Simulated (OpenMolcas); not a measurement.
**What dynamic correlation does to the levels of P3+**

- Program: OpenMolcas 26.06
- Basis: ANO-RCC-VDZP [4s3p1d]
- Scalar Hamiltonian: DKH2, point nucleus
- Active space: 2 electrons in 4 orbitals (3s 3p)
- State averaging: 2S+1 = 3 even, 3 roots; 2S+1 = 1 even, 7 roots; 2S+1 = 3 odd, 3 roots; 2S+1 = 1 odd, 3 roots
- Spin-orbit coupling: RASSI with atomic mean-field integrals over the reference wave functions, term energies averaged over their components

Methods on the same reference wave functions:
A. CASSCF
B. SS-CASPT2, IPEA 0.25 Eh, imaginary shift 0.1 Eh (closed shells correlated: 2s 2p)
C. MS-CASPT2, IPEA 0.25 Eh, imaginary shift 0.1 Eh (closed shells correlated: 2s 2p)

Energies in cm-1 above 3s2 1S0, the measured ground level; measured values from Martin, Zalubas and Musgrove, J. Phys. Chem. Ref. Data 14, 751 (1985).

```csv
Level,A,B,C,Measured
3s2 1S0,0.0,0.0,0.0,0.0
3s 3p 3P* 0,67843,67476,67496,67918
3s 3p 3P* 1,68018,67651,67671,68146
3s 3p 3P* 2,68372,68005,68024,68615
3s 3p 1P* 1,116793,109871,109890,
3p2 3P0,166506,165964,165983,164941
3p2 3P1,166684,166143,166163,165185
3p2 3P2,167026,166467,166487,165654
3p2 1D2,179804,169214,169233,158142
3p2 1S0,208096,200055,200095,194592
```

Deviations, from unrounded energies. A percentage is the sum of absolute deviations over the sum of measured energies, with the sign that they share, or ± where signs differ.

| Against measurement | Levels | A | B | C |
| --- | --- | --- | --- | --- |
| mean absolute deviation (cm-1) | 8 | 5000 | 2600 | 2600 |
| other configurations (%) | 8 | ±3.8 | ±2.0 | ±2.0 |

B, C lie about equally close to measurement and A furthest from it. The largest miss of B in the table is 3p2 1D2, by +11000 cm-1. The ranking rests on the paired levels alone, and a cruder setting can come out closer through cancelling errors.

Between B and C the level of the table that moves most is 3p2 1S0, by 40 cm-1 (lowest in B, highest in C).

The lowest spin-free term lies below A's lowest term by 0.008 hartree in B, 0.008 hartree in C.

Over all roots computed the reference weight is 0.92 to 1.00 in B, 0.92 to 1.00 in C; the roots of lowest weight are the least certain, and an intruder state may touch them. The ¹D term of p² mixes with s d, which this space lacks. The basis is small and was not contracted for so high a charge. Measured partners are found by configuration, term and J. A level has none where our copy of the source lacks it or the pairing is in doubt (some pairs that miss far off the trend of their configuration count as doubtful), and it then counts in no deviation. Only configurations of the active space appear.

* marks odd parity.
